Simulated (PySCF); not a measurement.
## Ionisation energy of Ge⁺ by level of theory

Ge⁺ [Ar] 3d10 4s2 4p1 [4p1/2^1, M_J = 1/2] → Ge²⁺ [Ar] 3d10 4s2, as a difference of total energies. Computed with PySCF 2.14 in x2c-QZVPPall-2c, with the two-component X2C-1e Hamiltonian. Correlated levels: [Ne] frozen; the 8 highest virtual spinors dropped. "Screened" scales the spin-orbit matrix elements by Boettger's factors to mimic the two-electron term; Breit and QED terms are absent.

```tsv
method	ionisation energy (eV)	error (eV)
GHF (spin-free)	15.285	-0.650
GMP2 (spin-free)	15.658	-0.277
GHF (screened spin-orbit)	15.426	-0.509
GMP2 (screened spin-orbit)	15.809	-0.126
```

Reference: 15.935 eV (measured; NIST Atomic Spectra Database, ionization energies).

The spin-free rows lack the spin-orbit shift.

Errors of the correlated levels include the incompleteness of this basis and the frozen core.
